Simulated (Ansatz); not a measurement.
Computed with Ansatz on PBE0-D4/def2-TZVP structures; ΔE is electronic, products minus reactants. CCSD(T)/CBS is the MP2 limit (def2-TZVPP, def2-QZVPP) plus CCSD(T) − MP2 in def2-TZVPP, frozen cores. This one scheme is used for every species. DFT in def2-TZVPP. B3LYP here is the variant with VWN-RPA as its local correlation; programs differ in this. HSE06 is defined as in plane-wave codes. Each species was taken in one conformer, which may not be the lowest.

`CO[SiH](C)C#N` → `COC#N` + `C[SiH]`  (silylene formation by 1,1-elimination)

```csv
level,ΔE (kJ/mol),difference from CCSD(T)/CBS
LDA (SPW92),442.7,-17.3
PBE-D4,425.0,-35.0
revPBE-D4,420.8,-39.2
BLYP-D4,423.4,-36.6
r2SCAN-D4,459.2,-0.8
B97M-V,442.4,-17.6
PBE0-D4,443.7,-16.3
B3LYP-D4,440.7,-19.3
r2SCAN0-D4,465.8,5.8
HSE06-D4,443.0,-17.0
BHLYP-D4,461.8,1.8
CAM-B3LYP-D4,453.4,-6.6
ωB97X-V,456.0,-4.0
ωB97M-V,448.5,-11.5
B2PLYP,446.3,-13.7
PBE-QIDH,462.8,2.8
PBE,415.1,-44.9
r2SCAN,456.1,-3.9
PBE0,434.8,-25.2
B3LYP,425.2,-34.8
r2SCANh,458.7,-1.3
r2SCAN0,462.2,2.2
HSE06,434.6,-25.4
BHLYP,448.9,-11.1
CAM-B3LYP,444.1,-15.9
LC-ωPBE,456.0,-4.0
RPA@PBE/def2-TZVPP,429.8,-30.2
MP2/def2-SVP,441.5,-18.5
CCSD/def2-SVP,415.5,-44.5
CCSD(T)/def2-SVP,415.1,-44.9
HF/def2-TZVPP,445.5,-14.5
MP2/def2-TZVPP,475.0,15.0
SCS-MP2/def2-TZVPP,463.9,3.9
CCSD/def2-TZVPP,449.4,-10.6
CCSD(T)/def2-TZVPP,450.1,-9.9
MP2/def2-QZVPP,481.3,21.3
SCS-MP2/def2-QZVPP,470.5,10.5
HF/CBS(def2),447.6,-12.4
MP2/CBS(def2),484.9,24.9
CCSD/CBS(def2),459.2,-0.8
CCSD(T)/CBS,460.0,0
```

Largest T1 diagnostic among the species: 0.014.

Leaving LDA and LC-ωPBE aside and taking each functional with its dispersion term where it has one, the values spread over 45.0 kJ/mol, from revPBE-D4 to r2SCAN0-D4. LDA lies +27.6 kJ/mol from PBE without D4. In def2-TZVPP, CCSD(T) changes the Hartree–Fock value by +4.7 kJ/mol (the triples alone add +0.8 kJ/mol) and MP2 by +29.6 kJ/mol. From PBE to PBE0 (25 % exact exchange), in def2-TZVPP and without D4, ΔE moves by +19.8 kJ/mol.

CCSD(T)/CBS has its own doubt, a few kJ/mol and more with outer-core shells, so smaller differences from it don't rank the levels.
